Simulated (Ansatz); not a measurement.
Relaxation of CH10ClNSi3 (16 atoms, charge 0, multiplicity 1), to a largest force component of 0.02 eV/Å in at most 50 steps.

Theory: Ansatz, RHF/6-31G*.

```xyz
16
Properties=species:S:1:pos:R:3
C -2.105 -1.155 -0.377
Si -1.071 -0.942 1.095
Si 1.109 -0.922 0.444
Cl 1.625 -2.562 -0.699
Si 1.454 1.008 -0.767
N 1.401 2.479 0.144
H -1.993 -0.274 -1.081
H -3.170 -1.113 -0.105
H -1.940 -2.019 -0.892
H -1.403 0.322 1.835
H -1.337 -2.066 2.052
H 2.068 -0.987 1.658
H 2.189 2.055 0.675
H 0.381 1.187 -1.766
H 0.437 2.719 0.337
H 1.798 3.251 -0.399
```

Problem. Where does it end, and by what steps?

Solution. It converged. After 13 steps the energy has fallen by 2.702 eV; Si5 moved furthest, 0.62 Å.

| step | energy less start (eV) | largest force component (eV/Å) | accepted |
| --- | --- | --- | --- |
| 0 | 0.0000 | 5.220 | yes |
| 1 | -1.5647 | 3.214 | yes |
| 2 | -2.4066 | 1.167 | yes |
| 3 | -2.6347 | 0.415 | yes |
| 4 | -2.6641 | 0.367 | yes |
| 5 | -2.6824 | 0.349 | yes |
| 6 | -2.6907 | 0.113 | yes |
| 7 | -2.6948 | 0.070 | yes |
| 8 | -2.6975 | 0.080 | yes |
| 9 | -2.7000 | 0.073 | yes |
| 10 | -2.7007 | 0.036 | yes |
| 11 | -2.7013 | 0.031 | yes |
| 12 | -2.7015 | 0.023 | yes |
| 13 | -2.7016 | 0.019 | yes |

```xyz
16
Properties=species:S:1:pos:R:3
C -2.265 -1.199 -0.381
Si -1.031 -0.816 1.002
Si 1.209 -0.850 0.264
Cl 1.536 -2.690 -0.709
Si 1.906 0.936 -1.180
N 1.433 2.374 0.275
H -2.149 -0.511 -1.213
H -3.287 -1.125 -0.022
H -2.116 -2.206 -0.760
H -1.274 0.571 1.503
H -1.254 -1.717 2.156
H 2.064 -0.889 1.479
H 2.119 2.371 1.011
H 0.547 1.165 -1.799
H 0.524 2.291 0.697
H 1.481 3.276 -0.168
```

The run took 44 s on 2 threads of Intel(R) Xeon(R) 6975P-C (Granite Rapids) (shared host), peak memory 0.34 GiB.
